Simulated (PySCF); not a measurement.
B(Cl)(Br)(Et) (C2H5BBrCl), SMILES CCB(Cl)Br.

Geometry: B3LYP-D3(BJ)/def2-SVP. One conformer was computed; it need not be the lowest.

Computed with PBE/def2-TZVP (PySCF).

The molecule is in vacuum.

Computed frontier levels, gap, dipole moment and polarisability:
```
Item                                                                                                           Result
---------------------------------------------------------------------------------------------  ----------------------
highest occupied level                                                                                       -7.04 eV
lowest empty level                                                                                           -2.31 eV
orbital gap                                                                                                   4.73 eV
dipole moment                                                                                                  1.46 D
quadrupole, principal values (traceless, Buckingham form, about the centre of nuclear charge)   -1.93, 0.70, 1.23 D·Å
mean static polarisability                                                                      72.4 bohr³ (10.73 Å³)
polarisability, principal values                                                               54.2, 73.5, 89.6 bohr³
```
